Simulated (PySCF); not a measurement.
# Radial density of Ga⁺ (gallium, charge +1)

UHF, [Ar] 3d10 4s2, closed-shell 1S. All numbers are calculated (PySCF 2.14, the spin-free X2C one-electron Hamiltonian (Gaussian nucleus), in aug-cc-pVDZ-DK (6s5p3d, 36 functions)).

| r (bohr) | 4πr²ρ (e/bohr) |
| --- | --- |
| 0.000650 | 0.1823 |
| 0.00109 | 0.4721 |
| 0.00184 | 1.144 |
| 0.00309 | 2.726 |
| 0.00521 | 6.240 |
| 0.00876 | 13.21 |
| 0.0147 | 24.34 |
| 0.0248 | 35.63 |
| 0.0417 | 36.75 |
| 0.0701 | 30.28 |
| 0.118 | 39.55 |
| 0.198 | 38.78 |
| 0.334 | 20.94 |
| 0.561 | 26.93 |
| 0.944 | 12.43 |
| 1.59 | 2.535 |
| 2.67 | 0.7801 |
| 4.49 | 0.06693 |
| 7.55 | 0.0002773 |

Densities and radii are taken from the X2C orbitals without a picture-change correction, which distorts them close to the nucleus.
